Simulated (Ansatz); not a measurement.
One change: `[OH][Al]([SH])[O][SiH3]` becomes `C[CH2][Al]([OH])[SH]`.

Ansatz, PBE0-D4/def2-TZVP geometries, multiplicity 1. Each molecule was computed in one conformer, which needn't be the lowest.

| property | `[OH][Al]([SH])[O][SiH3]` |
| --- | --- |
| HOMO energy (PBE/def2-TZVPP) / eV | -6.59 |
| LUMO energy (PBE/def2-TZVPP) / eV | -1.53 |
| size of the dipole moment (ωB97M-V/def2-TZVPP) / D | 0.63 |
| LUMO energy (B3LYP/def2-TZVPP) / eV | -0.96 |
| HOMO energy (B3LYP/def2-TZVPP) / eV | -7.56 |
| zero-point energy (PBE0-D4/def2-TZVP) / kJ/mol | 139.7 |

**Question.** Give the same properties after the change, and the shifts. (Estimate.)

**Answer.** The calculation gave: 
```
                                          property  `C[CH2][Al]([OH])[SH]`  shift
                 HOMO energy (PBE/def2-TZVPP) / eV                   -6.34   0.25
                 LUMO energy (PBE/def2-TZVPP) / eV                   -0.95   0.58
size of the dipole moment (ωB97M-V/def2-TZVPP) / D                    0.90   0.27
               LUMO energy (B3LYP/def2-TZVPP) / eV                   -0.45   0.51
               HOMO energy (B3LYP/def2-TZVPP) / eV                   -7.31   0.25
    zero-point energy (PBE0-D4/def2-TZVP) / kJ/mol                   230.9   91.2
```

With PBE0 the HOMO rises by 0.25 eV and the LUMO rises by 0.53 eV, so the gap widens by about 0.28 eV. PBE moves the HOMO by 0.25 eV and ωB97M-V by 0.25 eV. The zero-point energy changes by 91.2 kJ/mol with +6 modes. Dipoles are sizes alone; their direction can turn.

B3LYP here is the variant with VWN-RPA as its local correlation; programs differ in this.
